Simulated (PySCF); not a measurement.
## Spinor energies of Re³⁹⁺ (rhenium, charge +39)

Start: [Kr]. Calculated with PySCF 2.14 in an even-tempered Gaussian basis (19 s from 1.9 bohr⁻², ratio 2.6; 15 p from 2.5 bohr⁻², ratio 2.6; 11 d from 2.5 bohr⁻², ratio 2.6; 5 f from 2.6 bohr⁻², ratio 2.8): generalised Hartree-Fock with the X2C-1e Hamiltonian and a Gaussian nucleus; spin-orbit coupling (SO) screened by Boettger's factors.

| spinor shell | electrons | ε, screened SO (eV) | weight of nominal j (screened SO) | rms radius, screened SO (bohr) |
| --- | --- | --- | --- | --- |
| 1s1/2 | 2 | -73803.7 | 1.000 | 0.0204 |
| 2s1/2 | 2 | -14390.2 | 1.000 | 0.0823 |
| 2p1/2 | 2 | -13825.3 | 1.000 | 0.0699 |
| 2p3/2 | 4 | -12378.7 | 1.000 | 0.0774 |
| 3s1/2 | 2 | -4685.3 | 1.000 | 0.208 |
| 3p1/2 | 2 | -4437.1 | 1.000 | 0.199 |
| 3p3/2 | 4 | -4107.9 | 1.000 | 0.213 |
| 3d3/2 | 4 | -3701.2 | 1.000 | 0.188 |
| 4s1/2 | 2 | -2128.3 | 1.000 | 0.426 |
| 4p1/2 | 2 | -2013.5 | 1.000 | 0.424 |
| 4p3/2 | 4 | -1911.4 | 1.000 | 0.446 |

Q: Where does 3d5/2 lie, and what is the 3d spin-orbit splitting (screened SO)?

A: At -3630.1 eV, 71.185 eV above 3d3/2.

```tsv
quantity	screened SO
E (hartree)	-15770.00988
M_J	0
⟨J²⟩	0.000
⟨L²⟩	0.084
⟨S²⟩	0.084
```

Breit and QED terms are absent; they matter most for the inner s and p1/2 levels.

Densities and radii are taken from the X2C orbitals without a picture-change correction, which distorts them close to the nucleus.
